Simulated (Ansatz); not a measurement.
Relaxation of H6O2Si2 (10 atoms, charge 0, multiplicity 1), to a largest force component of 0.02 eV/Å in at most 40 steps.

Method: RKS B3LYP-D4/def2-mTZVP (Ansatz 0.2.0).

```xyz
10
Properties=species:S:1:pos:R:3
Si 0.000 0.000 0.000
H 0.000 0.000 1.460
H 1.377 0.000 -0.486
O -0.791 1.371 -0.559
Si -2.400 1.426 -1.040
H -3.212 0.642 -0.114
H -2.862 2.811 -1.038
H -2.527 0.874 -2.385
O -0.791 -1.371 -0.559
H -1.246 -1.837 0.213
```

Problem. Where does it end, and by what steps?

Solution. The run converged. After 26 steps the energy has fallen by 0.199 eV; H6 moved furthest, 0.92 Å.

```
step  energy less start (eV)  largest force component (eV/Å)  accepted
   0                  0.0000                           1.912       yes
   1                 -0.0985                           0.857       yes
   2                 -0.1374                           0.336       yes
   3                 -0.1591                           0.563       yes
   4                 -0.1738                           0.165       yes
   5                 -0.1734                           0.302        no
   6                 -0.1766                           0.060       yes
   7                 -0.1784                           0.037       yes
   8                 -0.1789                           0.053       yes
   9                 -0.1784                           0.117        no
  10                 -0.1795                           0.029       yes
  11                 -0.1801                           0.110       yes
  12                 -0.1809                           0.073       yes
  13                 -0.1849                           0.037       yes
  14                 -0.1787                           0.282        no
  15                 -0.1872                           0.077       yes
  16                 -0.1895                           0.097       yes
  17                 -0.1908                           0.075       yes
  18                 -0.1945                           0.046       yes
  19                 -0.1954                           0.029       yes
  20                 -0.1963                           0.057       yes
  21                 -0.1968                           0.067       yes
  22                 -0.1975                           0.042       yes
  23                 -0.1980                           0.028       yes
  24                 -0.1981                           0.038       yes
  25                 -0.1983                           0.028       yes
  26                 -0.1987                           0.013       yes
```

```xyz
10
Properties=species:S:1:pos:R:3
Si -0.041 -0.095 0.031
H 0.605 0.158 1.336
H 0.888 0.066 -1.103
O -1.271 0.988 -0.087
Si -2.477 1.502 -1.091
H -3.689 0.673 -0.895
H -2.786 2.910 -0.760
H -2.048 1.406 -2.508
O -0.565 -1.659 -0.082
H -1.070 -2.032 0.650
```

Whether the end is a true minimum wasn't checked by a vibrational analysis.

Time of the run: 73 s on 2 threads of Arm Neoverse V2, with other jobs on the host, peak memory 0.23 GiB.
